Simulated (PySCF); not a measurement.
## Nuclear quadrupole coupling in `CC(C)(C)[C@H]1C=COCC1`

C9H16O.
Structure used (GFN2-xTB), in Å, numbered top down from 1:
```
atom  x, y, z in Å
C1    -2.0359    0.8885   -0.7892
C2    -1.1365   -0.1217   -0.0675
C3    -1.5621   -1.5263   -0.5088
C4    -1.3434    0.0143    1.4426
C5     0.3415    0.1360   -0.4634
C6     0.8544    1.4521    0.0591
C7     2.0896    1.6104    0.5150
O8     3.0648    0.6646    0.5240
C9     2.7442   -0.4952   -0.2183
C10    1.3083   -0.9551    0.0149
H11   -1.8336    1.9060   -0.4682
H12   -3.0812    0.6744   -0.5777
H13   -1.8885    0.8331   -1.8656
H14   -1.0447   -2.2946    0.0591
H15   -2.6306   -1.6543   -0.3483
H16   -1.3574   -1.6771   -1.5667
H17   -2.3996   -0.0866    1.6825
H18   -0.8028   -0.7574    1.9843
H19   -1.0006    0.9837    1.7948
H20    0.3720    0.1577   -1.5625
H21    0.1882    2.2975    0.0695
H22    2.4505    2.5399    0.9321
H23    3.4607   -1.2570    0.0985
H24    2.8983   -0.2886   -1.2872
H25    1.1737   -1.1322    1.0825
H26    1.1496   -1.8895   -0.5221
```

Field gradients from the PBE0/pcSseg-1 density (PySCF, non-relativistic), principal values in atomic units, ordered |Vxx| ≤ |Vyy| ≤ |Vzz|:

```csv
atom,Vxx,Vyy,Vzz
O8,-0.2187,-1.5966,1.8153
```

Q: Find the asymmetry η = (Vxx − Vyy)/Vzz and the couplings χ = eQV/h (234.96 MHz × Q in barn × V in au), with Q(17O) = −0.0256 b.

A: 
```json
{"atom": "O8", "environment": "cyclic ether oxygen", "nucleus": "17O", "η": "0.76", "χzz (MHz)": "-10.92", "χxx (MHz)": "1.32", "χyy (MHz)": "9.60"}
```

The tensor is traceless: Vxx + Vyy + Vzz = 0.

Q: What is Vzz at O8 in SI units (1 au = 9.71736 × 10²¹ V/m²)?

A: 1.8153 au = 17.640 × 10²¹ V/m².

Q: And the gradient at the other heavy atoms, for which no coupling is worked out here?

A: 
| atom | environment | Vzz (au) | η |
| --- | --- | --- | --- |
| C1 | methyl carbon | 0.042 | 0.08 |
| C2 | quaternary sp3 carbon | 0.021 | 0.44 |
| C3 | methyl carbon | 0.038 | 0.31 |
| C4 | methyl carbon | 0.047 | 0.44 |
| C5 | allylic carbon | -0.033 | 0.81 |
| C6 | alkene CH carbon | 0.133 | 0.83 |
| C7 | vinylic carbon bearing oxygen | -0.371 | 0.16 |
| C9 | sp3 carbon bound to oxygen | 0.401 | 0.14 |
| C10 | ring CH2 carbon | -0.043 | 0.53 |

Were the hydrogens deuterons (Q(2H) = 0.00286 b), χzz would run from 190 kHz (H24) to 228 kHz (H21).

Isolated species at its GFN2-xTB geometry (one conformer only). GFN2-xTB bond lengths can be off by several hundredths of an ångström, more for odd bonds, and the gradients follow them. With so small a basis the couplings can be 20 % off.
